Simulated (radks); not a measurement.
Values are calculated unless marked as measured or tabulated.
Task: Excited configurations of Pr II: one electron is placed in a higher orbital outside [Xe] 4f3. The ground configuration is [Xe] 4f3 6s1. Level of theory: scalar-relativistic Kohn-Sham, PBE, spin-polarised, spherical densities, point nucleus; open shells are filled with parallel spins first (spin-orbit coupling, left out, can overturn this in heavy ions) (a radial shooting solver on a logarithmic mesh with Libxc functionals). Excitation = E - E(ground); binding = E(ion) - E, where the ion is the core of charge +2; n* = 2/sqrt(2 binding) in atomic units, and the quantum defect is n - n*.

outer orbital  excitation (eV)  binding (eV)     n*  quantum defect  eigenvalue (eV)  <r> (bohr)
5d                       0.860        10.014  2.331           2.669           -6.523       3.006
5f                       7.256         3.618  3.878           1.122           -2.611       8.544
6p                       2.949         7.925  2.621           3.379           -6.080       5.039
6d                       6.088         4.786  3.372           2.628           -3.657       7.583
7s                       5.494         5.380  3.180           3.820           -4.316       8.053
7p                       6.527         4.347  3.538           3.462           -3.445       9.555
7d                       7.919         2.955  4.292           2.708           -2.333       13.25
7f                       9.112         1.762  5.558           1.442           -1.395       21.81

Estimate the row for 6f.

Result: excitation (eV) 8.421; binding (eV) 2.453; n* 4.710; quantum defect 1.290; eigenvalue (eV) -1.870; <r> (bohr) 14.56. The Delta-SCF ionisation energy is 10.874 eV (NIST Atomic Spectra Database: 10.63 eV, semi-empirical). Self-interaction in the functional shifts the binding energies and quantum defects, so they are the method's values and not measured ones. Open shells are spherical and high-spin; term and fine-structure splittings are not resolved. Spin-orbit splitting is averaged out at the scalar-relativistic level.
